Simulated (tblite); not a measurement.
Compound: C₆H₁₂FP.
Atom-mapped SMILES: `[CH3:1][C@@H:2]1[CH2:3][PH:4][CH2:5][CH2:6][C@H:7]1[F:8]` (hydrogens: H9, H10, H11 on C1; H12 on C2; H13, H14 on C3; H15 on P4; H16, H17 on C5; H18, H19 on C6; H20 on C7)

Computed with GFN2-xTB (tblite), gas phase: L-BFGS steps from a force-field or distance-geometry start until the largest atomic force falls under 0.01 eV/Å.

Step 36: E = -713.7882 eV
```
atom  x, y, z in Å  |  force x, y, z in eV/Å
C1     -2.2789   -0.6148   -0.2704   -0.001  -0.006  -0.027
C2     -0.8896   -0.2137    0.2201    0.026  -0.046   0.011
C3     -0.6962    1.2958    0.0840    0.023  -0.029  -0.035
P4      0.8887    1.9727    0.7708    0.035  -0.052   0.028
C5      2.0511    0.7323    0.0142   -0.034   0.016  -0.018
C6      1.5900   -0.7217    0.0431    0.032   0.024   0.007
C7      0.2032   -0.9550   -0.5539    0.060   0.036   0.023
F8     -0.0412   -2.3220   -0.5012    0.008   0.097   0.019
H9     -2.3737   -1.6969   -0.2985    0.006  -0.021   0.042
H10    -2.4557   -0.2325   -1.2726   -0.004   0.028  -0.044
H11    -3.0400   -0.2167    0.3949   -0.030   0.023  -0.009
H12    -0.7960   -0.5029    1.2715   -0.006  -0.010   0.079
H13    -0.7230    1.5668   -0.9755   -0.053   0.077  -0.031
H14    -1.5095    1.8296    0.5850   -0.012  -0.053  -0.043
H15     0.7824    1.3228    2.0090   -0.006  -0.062  -0.011
H16     2.9988    0.8256    0.5558   -0.031  -0.018  -0.088
H17     2.2318    1.0525   -1.0172   -0.020  -0.001   0.004
H18     1.5728   -1.0864    1.0735   -0.007  -0.003   0.008
H19     2.3120   -1.3257   -0.5131   -0.019  -0.054   0.029
H20     0.1680   -0.6990   -1.6225    0.034   0.054   0.056
```

Step 37: E = -713.7903 eV
```
atom  x, y, z in Å  |  force x, y, z in eV/Å
C1     -2.2790   -0.6132   -0.2748   -0.001  -0.006  -0.014
C2     -0.8897   -0.2162    0.2207    0.002   0.035   0.041
C3     -0.6972    1.2952    0.0875    0.055  -0.004  -0.029
P4      0.8909    1.9698    0.7778   -0.043  -0.051   0.025
C5      2.0493    0.7342    0.0127   -0.025   0.012  -0.027
C6      1.5909   -0.7199    0.0444    0.033   0.006   0.007
C7      0.2047   -0.9578   -0.5514    0.015   0.074   0.052
F8     -0.0406   -2.3234   -0.4909    0.021   0.072   0.006
H9     -2.3771   -1.6953   -0.2961   -0.003  -0.018   0.034
H10    -2.4481   -0.2355   -1.2805   -0.001   0.017  -0.028
H11    -3.0437   -0.2076    0.3835    0.002   0.010  -0.024
H12    -0.7989   -0.5043    1.2738   -0.013  -0.014   0.041
H13    -0.7206    1.5684   -0.9728   -0.055   0.068   0.005
H14    -1.5112    1.8320    0.5883    0.031  -0.098  -0.068
H15     0.7862    1.3110    2.0116   -0.007  -0.056  -0.011
H16     3.0027    0.8317    0.5431   -0.031  -0.032  -0.072
H17     2.2196    1.0536   -1.0200   -0.018   0.011  -0.024
H18     1.5769   -1.0855    1.0742   -0.010   0.003   0.016
H19     2.3122   -1.3215   -0.5134    0.007  -0.077   0.016
H20     0.1675   -0.7050   -1.6206    0.039   0.048   0.054
```

Step 38: E = -713.7927 eV
```
atom  x, y, z in Å  |  force x, y, z in eV/Å
C1     -2.2790   -0.6121   -0.2794    0.011  -0.009   0.006
C2     -0.8898   -0.2182    0.2214   -0.020   0.110   0.062
C3     -0.6973    1.2948    0.0904    0.069   0.019  -0.019
P4      0.8930    1.9658    0.7862   -0.111  -0.032   0.014
C5      2.0468    0.7361    0.0107   -0.004  -0.002  -0.040
C6      1.5920   -0.7179    0.0466    0.029  -0.014   0.009
C7      0.2070   -0.9588   -0.5484   -0.036   0.102   0.080
F8     -0.0396   -2.3222   -0.4825    0.028   0.014  -0.003
H9     -2.3801   -1.6943   -0.2924   -0.011  -0.006   0.021
H10    -2.4409   -0.2394   -1.2887    0.005   0.003  -0.015
H11    -3.0468   -0.1987    0.3716    0.027   0.000  -0.032
H12    -0.8017   -0.5056    1.2763   -0.021  -0.012  -0.006
H13    -0.7186    1.5721   -0.9700   -0.046   0.047   0.038
H14    -1.5127    1.8331    0.5899    0.063  -0.126  -0.075
H15     0.7906    1.2971    2.0144   -0.011  -0.055  -0.005
H16     3.0068    0.8375    0.5270   -0.020  -0.039  -0.044
H17     2.2048    1.0539   -1.0234   -0.019   0.028  -0.057
H18     1.5791   -1.0842    1.0759   -0.007   0.010   0.030
H19     2.3121   -1.3194   -0.5113    0.034  -0.091   0.003
H20     0.1692   -0.7089   -1.6176    0.040   0.053   0.033
```

Step 39: E = -713.7965 eV
```
atom  x, y, z in Å  |  force x, y, z in eV/Å
C1     -2.2785   -0.6106   -0.2867    0.021  -0.001   0.027
C2     -0.8904   -0.2192    0.2231   -0.042   0.161   0.069
C3     -0.6962    1.2946    0.0951    0.062   0.037  -0.006
P4      0.8946    1.9592    0.8005   -0.151  -0.004   0.000
C5      2.0424    0.7393    0.0068    0.034  -0.016  -0.061
C6      1.5940   -0.7152    0.0507    0.020  -0.039   0.010
C7      0.2099   -0.9588   -0.5425   -0.081   0.103   0.091
F8     -0.0375   -2.3203   -0.4695    0.030  -0.045  -0.014
H9     -2.3849   -1.6931   -0.2857   -0.015   0.025   0.002
H10    -2.4292   -0.2464   -1.3019    0.016  -0.024   0.013
H11    -3.0513   -0.1840    0.3518    0.059  -0.019  -0.041
H12    -0.8065   -0.5079    1.2796   -0.034   0.000  -0.055
H13    -0.7153    1.5792   -0.9644   -0.026   0.016   0.063
H14    -1.5140    1.8331    0.5913    0.077  -0.135  -0.060
H15     0.7978    1.2732    2.0190   -0.022  -0.052   0.004
H16     3.0136    0.8462    0.4992   -0.015  -0.043  -0.006
H17     2.1791    1.0548   -1.0303   -0.024   0.044  -0.087
H18     1.5817   -1.0815    1.0798    0.004   0.026   0.047
H19     2.3125   -1.3180   -0.5069    0.053  -0.095  -0.006
H20     0.1730   -0.7138   -1.6121    0.034   0.060   0.010
```

Task: Estimate the geometry and energy of step 40. (The exact step hangs on the optimiser's Hessian estimate; all steps are aligned on step 39, rigid shifts and turns removed.)

Result: E = -713.8011 eV, largest force 0.160 eV/Å
```
atom  x, y, z in Å  |  force x, y, z in eV/Å
C1     -2.2772   -0.6094   -0.2947    0.027   0.014   0.038
C2     -0.8917   -0.2176    0.2251   -0.044   0.146   0.050
C3     -0.6937    1.2957    0.1003    0.032   0.037   0.008
P4      0.8948    1.9508    0.8184   -0.125   0.016  -0.010
C5      2.0370    0.7425    0.0011    0.069  -0.021  -0.082
C6      1.5962   -0.7130    0.0574    0.016  -0.047   0.011
C7      0.2126   -0.9566   -0.5345   -0.090   0.067   0.072
F8     -0.0347   -2.3171   -0.4574    0.019  -0.088  -0.022
H9     -2.3899   -1.6921   -0.2761   -0.011   0.061  -0.017
H10    -2.4157   -0.2571   -1.3165    0.029  -0.050   0.031
H11    -3.0552   -0.1674    0.3275    0.073  -0.031  -0.032
H12    -0.8127   -0.5104    1.2818   -0.048   0.024  -0.078
H13    -0.7110    1.5898   -0.9570    0.004  -0.020   0.064
H14    -1.5145    1.8317    0.5914    0.056  -0.108  -0.013
H15     0.8068    1.2408    2.0235   -0.042  -0.041   0.010
H16     3.0222    0.8567    0.4623   -0.024  -0.041   0.032
H17     2.1442    1.0552   -1.0402   -0.029   0.051  -0.098
H18     1.5826   -1.0773    1.0870    0.023   0.048   0.060
H19     2.3138   -1.3194   -0.4980    0.049  -0.083  -0.007
H20     0.1809   -0.7152   -1.6043    0.014   0.065  -0.014
```

The energy changes by -0.0046 eV. The first-order estimate −F·Δx gives -0.0064 eV and the mean of the old and new forces, exact on a quadratic surface, -0.0046 eV. The step makes an angle of 79° with the force vector and moves no atom by more than 0.039 Å.

The cost below is that of the whole relaxation. On an Arm Neoverse V2 with one thread, no GPU, shared host, this took 0.42 s of wall time.
